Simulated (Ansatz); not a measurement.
`[F][In]([F])[F]` + NH₃ → `[NH2][In]([F])[F]` + H–F at 700 K and 1 bar (ligand exchange at the In–F bond).

Program: Ansatz. Geometries: PBE0-D4/def2-TZVP. ΔE: electronic, gas phase. CBS: MP2 limit from def2 TZ/QZ plus the TZ coupled-cluster correction, frozen cores. This one scheme is used for every species. Elements past krypton have def2 core potentials. For In outer-core shells are correlated without core-valence functions, which leaves a few kJ/mol of doubt a bond. Each species was taken in one conformer, which may not be the lowest.

| species | CCSD(T)/CBS energy (Eh) | H − E (kJ/mol) | S (J/(mol·K)) |
| --- | --- | --- | --- |
| `[F][In]([F])[F]` | -489.26665 | 60.7 | 374.4 |
| NH₃ | -56.50880 | 116.9 | 226.5 |
| `[NH2][In]([F])[F]` | -445.37255 | 133.3 | 418.7 |
| H–F | -100.39570 | 45.2 | 198.5 |

H − E and S are ideal-gas, rigid-rotor, harmonic terms from PBE0-D4/def2-TZVP, for one conformer and one mirror image of each species. 1 Eh = 2625.50 kJ/mol, R = 8.31446 J/(mol·K).

Problem. By hand: ΔE, ΔH, ΔS and ΔG.

Solution. ΔE = (-445.37255) + (-100.39570) − (-489.26665) − (-56.50880) = 0.00720 Eh = 18.9 kJ/mol. Δ(H − E) = 133.3 + 45.2 − 60.7 − 116.9 = 0.9, so ΔH = 19.8 kJ/mol. ΔS = 418.7 + 198.5 − 374.4 − 226.5 = 16.3 J/(mol·K). ΔG = 19.8 − 700 × (16.3)/1000 = 8.4 kJ/mol.

Problem. By hand: the equilibrium constant, and the temperature at which ΔG would vanish if ΔH and ΔS stayed fixed.

Solution. log₁₀ K = −ΔG/(RT ln 10) = -0.6. ΔG = 0 at ΔH/ΔS = 1215 K, though so small a ΔS makes that figure unsure.

TΔS isn't small against ΔH here. A doubt of 5 kJ/mol in ΔE shifts log₁₀ K by 0.4 here. Other conformers and mirror images would add mixing entropy, several J/(mol·K) or more a flexible species. These are equilibria of isolated gas molecules and say nothing of rates. Largest T1 diagnostic: 0.018 (customary marks: 0.02 for closed shells, 0.045 for open ones).
